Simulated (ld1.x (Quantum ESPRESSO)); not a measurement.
# Nd, TM semilocal: configuration errors across variants

neodymium, norm-conserving Troullier–Martins (semilocal form), made with ld1.x (Quantum ESPRESSO) 7.5 (PBEsol, scalar-relativistic). Core [Kr] 4d10, reference 4f4 5s2 5p6 5d0 6s0 6p0 (charge +2). Waves: 5s (bound): rc 2.30 bohr; 5p (bound): rc 2.15 bohr; 4f (bound): rc 1.55 bohr; 5d (bound, empty): rc 2.30 bohr. Local part: the d channel. Core correction: Bessel-smoothed model core inside 1.15 bohr.

All-electron excitation energies from the reference (eV): (1) 4f4 5s2 5p6 5d0 6s2 6p0 -16.507; (2) 4f4 5s2 5p6 5d0 6s1 6p0 -10.690; (3) 4f3 5s2 5p6 5d0 6s0 6p0 22.489; (4) 4f5 5s2 5p6 5d0 6s0 6p0 -8.204; (5) 4f4 5s2 5p5 5d0 6s2 6p0 10.345; (6) 4f3 5s2 5p6 5d1 6s1 6p0 -8.354.

In the semilocal form every listed channel keeps its own potential, so the choice of the local channel does not act on these tests. It acts once the file is put into the separable form.

A semilocal file is local in each channel, so a ghost entry of none says nothing of the separable form that plane-wave codes build from it.

Tests that are not counted but printed errors over 1 eV. “base”: 4f4 5s2 5p6 5d0 6s0 6p1 (solver errors, printed error -6.0 eV). “wave 5s (bound): rc 2.30 bohr becomes 5s (bound): rc 1.64 bohr”: 4f5 5s2 5p6 5d0 6s0 6p0 (solver errors, printed error -1084 eV); 4f4 5s2 5p6 5d0 6s0 6p1 (solver errors, printed error -6.0 eV). “wave 5d (bound): rc 2.30 bohr becomes 5d (bound): rc 3.36 bohr”: 4f4 5s2 5p6 5d0 6s0 6p1 (solver errors, printed error -6.0 eV). “wave 5p (bound): rc 2.15 bohr becomes 5p (bound): rc 1.88 bohr”: 4f4 5s2 5p6 5d0 6s0 6p1 (solver errors, printed error -6.0 eV). “local potential the f channel”: 4f4 5s2 5p6 5d0 6s0 6p1 (solver errors, printed error -6.0 eV).

3 further variants failed, have other tests or another functional or relativity, and are left out.

Errors AE − PS in meV (a dash: test not solved or not reliable):

| change | (1) | (2) | (3) | (4) | (5) | (6) | bound ghosts |
| --- | --- | --- | --- | --- | --- | --- | --- |
| base | +1375 | +969 | +147 | -6.7 | +2532 | +1512 | none |
| form changed from semilocal to separable (Kleinman–Bylander), still TM | -902 | -628 | +43 | -53 | -1755 | -867 | none |
| wave 5s (bound): rc 2.30 bohr becomes 5s (bound): rc 1.64 bohr | +130 | +92 | +59 | – | +226 | +114 | none |
| wave 5d (bound): rc 2.30 bohr becomes 5d (bound): rc 3.36 bohr | +1375 | +968 | +147 | -6.7 | +2532 | +1502 | none |
| wave 5p (bound): rc 2.15 bohr becomes 5p (bound): rc 1.88 bohr | +1374 | +968 | +95 | -21 | +2525 | +1488 | none |
| local potential the f channel | +1375 | +969 | +147 | -6.7 | +2532 | +1512 | none |
| wave 4f (bound): rc 1.55 bohr becomes 4f (bound): rc 1.24 bohr | +1377 | +970 | +60 | -13 | +2532 | +1416 | none |
| all radii but the core radius scaled by about 0.86 (s 1.98, p 1.84, d 1.98, f 1.34 bohr) | +494 | +349 | -35 | -42 | +924 | +435 | none |

(1) Give the same row for: core correction Bessel-smoothed model core inside 1.42 bohr.

Results:

(1) +1375, +969, +164, -2.7, +2535, +1529; bound ghosts: none. Not counted: 4f4 5s2 5p6 5d0 6s0 6p1 (solver errors, printed error -6.0 eV).
